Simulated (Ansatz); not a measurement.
Stepwise reaction of `FB(F)O[SiH3]` with hydrogen chloride, as a gas-phase model of exchange steps in deposition or etching. ΔE in kJ/mol.

Gas-phase electronic energies from Ansatz, PBE0-D4/def2-TZVP geometries. CCSD(T)/CBS adds triple-zeta CCSD(T) − MP2 to the extrapolated MP2 energy (def2 sets, frozen cores). This one scheme is used for every species. Functionals use def2-TZVPP. B3LYP here is the variant with VWN-RPA as its local correlation; programs differ in this. One conformer a species, not always the lowest.

```
step                                        reaction  PBE-D4  B3LYP-D4  ωB97M-V  CCSD(T)/CBS
   2  `FB(Cl)O[SiH3]` + HCl → `[SiH3]OB(Cl)Cl` + H–F    48.5      58.5     57.5         50.9
```

Q: Give the row of step 1, `FB(F)O[SiH3]` + HCl → `FB(Cl)O[SiH3]` + H–F. (Estimate.)

A: Ansatz gave: 
```
step                                      reaction  PBE-D4  B3LYP-D4  ωB97M-V  CCSD(T)/CBS
   1  `FB(F)O[SiH3]` + HCl → `FB(Cl)O[SiH3]` + H–F    55.3      64.7     64.0         60.1
```

Q: By hand: ΔE of the 2 steps together at CCSD(T)/CBS.

A: (60.1) + (50.9) = 111.0 kJ/mol, or 55.5 kJ/mol a step.

In ΔE each step is lower than the one before. All are uphill at CCSD(T)/CBS. PBE-D4 differs from CCSD(T)/CBS by -4.8 to -2.4 kJ/mol a step. Isolated molecules leave out the surface, adducts and barriers. Largest T1 diagnostic: 0.012.
